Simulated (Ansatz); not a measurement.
Reactions of CH₃B₂Cl₂N (`ClB(Cl)B1CN1`).

Program: Ansatz. Geometries: PBE0-D4/def2-TZVP. ΔE: electronic, gas phase. CBS: MP2 limit from def2 TZ/QZ plus the TZ coupled-cluster correction, frozen cores. This one scheme is used for every species. def2 core potentials past Kr. For In outer-core shells are correlated without core-valence functions, which leaves a few kJ/mol of doubt a bond. One conformer a species, not always the lowest.

**Question.** Order these by ΔE at CCSD(T)/CBS, lowest first. (Estimate.)
A. `ClB(Cl)B1CN1` + BH₃ → `BB1CN1` + `ClBCl`
B. `ClB(Cl)B1CN1` + HCl → boron trichloride + `B1CN1`
C. `ClB(Cl)B1CN1` + H₂O → `OB(Cl)Cl` + `B1CN1`
D. `ClB(Cl)B1CN1` + CH₃NH₂ → `CNB(Cl)Cl` + `B1CN1`
E. `ClB(Cl)B1CN1` + `[InH3]` → `[InH2][B]1CN1` + `ClBCl`

**Answer.** D (-135.2 kJ/mol), C (-124.6 kJ/mol), B (-71.6 kJ/mol), E (-16.6 kJ/mol), A (-5.5 kJ/mol).

Largest T1 diagnostic: 0.015, for `BB1CN1`.
